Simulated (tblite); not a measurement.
Compound: C4H10OS2Si.
Geometry (GFN2-xTB, Å), atoms numbered from 1 in this order:
```
atom  x, y, z in Å
C1     0.3923    2.5675    0.4174
C2     0.1310    1.1226    0.1261
C3    -0.6081    0.7492   -0.9235
S4    -1.0203   -0.9252   -1.3687
C5    -2.1056   -1.2869    0.0690
O6     0.2118   -1.7466   -1.1234
S7     0.8200    0.0314    1.3075
Si8    1.8794   -1.5261    0.1392
H9     1.4580    2.7694    0.3211
H10    0.1114    2.7814    1.4468
H11   -0.1598    3.2173   -0.2573
H12   -0.9968    1.4712   -1.6227
H13   -2.3269   -2.3489    0.0613
H14   -1.5868   -1.0132    0.9816
H15   -3.0147   -0.7078   -0.0458
H16    2.3695   -0.8684   -1.0648
H17    3.0948   -1.4617    0.9895
H18    1.3422   -2.8189    0.5350
```

Computed values, GFN2-xTB/tblite, gas phase, harmonic and unscaled. This tight-binding method is rough: wavenumbers can miss measured ones by several per cent, in bad cases by 10 to 20. Modes of hydrogen on silicon can be 10 to 20 % off. One conformer, not necessarily the lowest.

Harmonic wavenumbers (cm⁻¹): 37.9, 80.5, 108.9, 118.9, 137.9, 163.7, 185.1, 254.6, 302.5, 320.9, 333.7, 412.3, 429.6, 460.6, 500.3, 511.6, 607.1, 635.2, 670.4, 702.8, 750.4, 797.6, 887.8, 895.5, 917.0, 1009.8, 1013.7, 1014.9, 1052.6, 1094.8, 1218.3, 1281.3, 1388.1, 1427.3, 1435.9, 1454.4, 1466.0, 1595.3, 2077.5, 2289.6, 2340.2, 3013.0, 3029.5, 3032.6, 3048.3, 3064.4, 3075.1, 3086.6.

A = 1423, B = 1223, C = 830.0 MHz; mass 165.994 u (most abundant isotopes); point group C1, symmetry number 1.

Task: What is the zero-point energy?

Result: Half the sum of the wavenumbers: 27866 cm⁻¹ = 79.67 kcal/mol.

Task: What is S at 500 K and 1 bar for an ideal gas of classical rigid rotors and harmonic oscillators?

Result: Translation 43.82, rotation 31.33, vibration 58.40: S = 133.6 cal/(mol K).

Task: And Cp and H(500 K) − H(0)?

Result: Cp = 60.18 cal/(mol K), of which vibrations give 52.23 (their classical limit is 48 R = 95.4); H(500 K) − H(0) = 18.61 kcal/mol without the zero-point energy, 14.64 from vibrations.

Task: Blend soft modes into free rotors: weight 1/[1 + (100 cm⁻¹/ν̃)⁴] for the oscillator and the rest for a rotor with moment μB/(μ + B), μ = h/(8π²ν), B = 10⁻⁴⁴ kg m². What vibrational entropy results?

Result: 54.44 cal/(mol K) in place of 58.40, which changes −T·S at 500 K by +1.98 kcal/mol.

Task: Which modes carry the vibrational entropy at 500 K?

Result: 37.9 cm⁻¹: 6.39; 80.5 cm⁻¹: 4.90; 108.9 cm⁻¹: 4.30; 118.9 cm⁻¹: 4.13; 137.9 cm⁻¹: 3.84; 163.7 cm⁻¹: 3.50 cal/(mol K); the other 42 give 31.34 together.

Task: How do the functions run with temperature in this model?

Result: 
```json
{"T (K)": "150", "S (cal/(mol K))": "82.6", "Cp (cal/(mol K))": "27.7", "H − H(0) (kcal/mol)": "2.65", "G − H(0) (kcal/mol)": "-9.74", "ln q(vib)": "3.67"}
{"T (K)": "250", "S (cal/(mol K))": "99.4", "Cp (cal/(mol K))": "39.0", "H − H(0) (kcal/mol)": "5.99", "G − H(0) (kcal/mol)": "-18.86", "ln q(vib)": "6.92"}
{"T (K)": "298.15", "S (cal/(mol K))": "106.7", "Cp (cal/(mol K))": "43.9", "H − H(0) (kcal/mol)": "7.99", "G − H(0) (kcal/mol)": "-23.82", "ln q(vib)": "8.46"}
{"T (K)": "400", "S (cal/(mol K))": "120.9", "Cp (cal/(mol K))": "53.0", "H − H(0) (kcal/mol)": "12.94", "G − H(0) (kcal/mol)": "-35.43", "ln q(vib)": "11.65"}
{"T (K)": "600", "S (cal/(mol K))": "145.1", "Cp (cal/(mol K))": "66.0", "H − H(0) (kcal/mol)": "24.93", "G − H(0) (kcal/mol)": "-62.10", "ln q(vib)": "17.54"}
{"T (K)": "900", "S (cal/(mol K))": "174.3", "Cp (cal/(mol K))": "78.3", "H − H(0) (kcal/mol)": "46.73", "G − H(0) (kcal/mol)": "-110.18", "ln q(vib)": "25.44"}
```

q(vib) and H(0) count from the zero-point level.

Task: What must be added to the electronic energy to get the Gibbs energy at 500 K and 1 bar?

Result: ZPE + [H(500 K) − H(0)] − T·S = 79.67 + 18.61 − 66.78 = 31.50 kcal/mol.

Hindered rotation and anharmonicity are outside this model. Other conformers, if any are populated, would add a mixing term that is left out. The structure is chiral; the term R ln 2 for an equal mix with its mirror image is left out.
